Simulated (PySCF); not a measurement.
Numbering as in the mapped SMILES `[OH:1][B:2]([OH:3])[C@@:4]12[CH2:5][CH2:6][C@@H:7]1[CH2:8]2`. Hydrogens are named by the atom that carries them. Ha(C8) is cis to C6 on the ring; Ha(C5), Ha(C6) are cis to C8 on the ring; Hb(C8) is trans to C6 on the ring; Hb(C5), Hb(C6) are trans to C8 on the ring.

Non-relativistic, in vacuum, one conformer, equivalent nuclei averaged. B3LYP/pcSseg-1 with gauge-including orbitals; structure optimised with PBE0-D3(BJ)/def2-SVP; PySCF.

δ = σ(ref) − σ, references computed at the same level: TMS for 13C (σ = 179.24 ppm), 1H (σ = 31.38 ppm); 17O (σ = 334.04 ppm) vs H2O; BF3·OEt2 for 11B (σ = 97.83 ppm).

| atoms | nucleus | count | δ (ppm) |
| --- | --- | --- | --- |
| Ha(C6) | 1H | 1 | 1.38 |
| O1/O3 | 17O | 2 | ? |
| C8 | 13C | 1 | 25.2 |
| C7 | 13C | 1 | 24.5 |
| Hb(C8) | 1H | 1 | 1.13 |
| Ha(C8) | 1H | 1 | ? |
| C5 | 13C | 1 | 25.5 |
| B2 | 11B | 1 | 29.9 |
| H(O1)/H(O3) | 1H | 2 | 2.50 |
| Hb(C5) | 1H | 1 | 2.14 |
| Ha(C5) | 1H | 1 | ? |
| C6 | 13C | 1 | 24.9 |
| H(C7) | 1H | 1 | ? |
| Hb(C6) | 1H | 1 | 1.94 |
| C4 | 13C | 1 | ? |

Problem. Estimate the values marked ?.

Solution. 
- C4: 12.0 ppm, three-membered-ring carbon; carbons of three-membered rings are unusually shielded
- H(C7): 1.56 ppm, hydrogen on a three-membered-ring carbon; cyclopropane-type protons are shielded by the ring
- Ha(C5): 1.20 ppm, hydrogen on an sp3 CH2 in a ring
- Ha(C8): 0.67 ppm, hydrogen on a three-membered-ring carbon; cyclopropane-type protons are shielded by the ring
- O1/O3: 116.3 ppm, oxygen bonded to B, H

OH and NH positions are those of a molecule without intermolecular hydrogen bonds; in solution they move with solvent, concentration and temperature, and exchange usually removes their couplings. A carbon bonded to boron is broadened by the quadrupolar boron nucleus and is often missing from a measured spectrum. Shifts are as computed. Against solution values, carbons near 30 ppm lie about +2 ppm off and those near 130 ppm about +6 ppm. Of 1313 compounds with measured shifts, 239 miss one by over three times the rms of a fit or turn the order of signals round; such compounds aren't used in these exercises. Experimental scales use liquid or dissolved standards, which lie at an offset from isolated H2O (liquid H2O: subtract about 36 ppm).
